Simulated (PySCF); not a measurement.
Species: C7H8FS (doublet state).
Z-matrix (Å and degrees, GFN2-xTB geometry), rows numbered from 1:
```
C 
C   1  1.4789
C   2  1.5396  1  109.41
C   3  1.4854  2  107.89  1    53.38
S   4  1.7320  3  119.01  2   -41.81
C   5  1.7473  4   90.84  3   177.40
C   6  1.3514  5  112.47  4     0.18
C   4  1.3576  3  130.45  2   135.70
F   8  1.3488  4  122.78  3     2.42
H   1  1.0765  2  117.94  3    62.78
H   1  1.0743  2  119.71  3  -145.53
H   2  1.0917  1  110.41  3   120.47
H   2  1.0972  1  110.92  3  -119.78
H   3  1.0943  2  109.28  1   -66.28
H   3  1.0910  2  111.28  1   174.03
H   6  1.0710  5  119.05  4  -179.22
H   7  1.0747  6  125.60  5  -179.45
```

The hyperfine couplings belong to this conformer and change with its torsions.

Identity: `[CH2]CCc1sccc1F` [radical].

Computed with UKS B3LYP, pcH-1 on C F H S, non-relativistic, mean-field spin-orbit, GIAO (PySCF 2.14.0). Geometry: GFN2-xTB, one conformer, isolated molecule. The geometry wasn't refined by DFT: couplings that depend on bond lengths, twists or pyramidal angles can differ widely from those at the functional's own minimum. The SCF solution wasn't tested for stability.

Break the g tensor into its mass correction, gauge correction and orbital-Zeeman/spin–orbit terms.

```json
{"Δg (ppm)": "relativistic mass correction", "1": "-166", "2": "-166", "3": "-166"}
{"Δg (ppm)": "gauge correction", "1": "47", "2": "52", "3": "61"}
{"Δg (ppm)": "orbital Zeeman/spin–orbit", "1": "-402", "2": "712", "3": "1221"}
{"Δg (ppm)": "total", "1": "-521", "2": "597", "3": "1116"}
```

So g = 2.00180, 2.00292, 2.00344 and g_iso = 2.00272; the tensor is rhombic: the two nearest values differ by 32 % of g3 − g1. 

Average each term over the three axes. Which is largest in size?

The orbital-Zeeman/spin–orbit term 510, the mass correction -166 and the gauge correction 53 ppm, for a total of 397 ppm. The orbital-Zeeman/spin–orbit term is the largest in size. The mass correction is the same along every axis, so the anisotropy comes from the other two: their spans along these axes are 14 (gauge) and 1623 ppm (orbital Zeeman/spin–orbit).

At 9.535 GHz, how far is the centre of the isotropic spectrum from where a free electron (g = 2.002319) resonates?

B = hν/(g μB) with μB/h = 13.99624 MHz/mT gives 340.23 mT for the free electron and 340.17 mT at g_iso, 0.07 mT lower.

In a frozen sample, at which fields do the three g values resonate at 9.5, 34, 94 and 263 GHz (hyperfine left aside), and which band first spreads them over more than twice a line width of 0.5 mT?

```
band    GHz  B(g3) mT  B(g2) mT  B(g1) mT  spread mT
   X    9.5    338.79    338.88    339.07       0.28
   Q   34.0   1212.53   1212.84   1213.52       0.99
   W   94.0   3352.28   3353.15   3355.03       2.74
   J  263.0   9379.27   9381.70   9386.94       7.67
```

The spread grows in proportion to the frequency. W band is the first where it exceeds 1.0 mT.

The Mulliken spin populations are largest on C1 (+0.89), C6 (+0.09) and S5 (+0.06). C1 is the only atom above +0.15. The angles at C1 add up to 354.0°, so it is slightly pyramidal.

The HOMO–LUMO gaps are 4.95 eV among the α and 4.07 eV among the β orbitals.
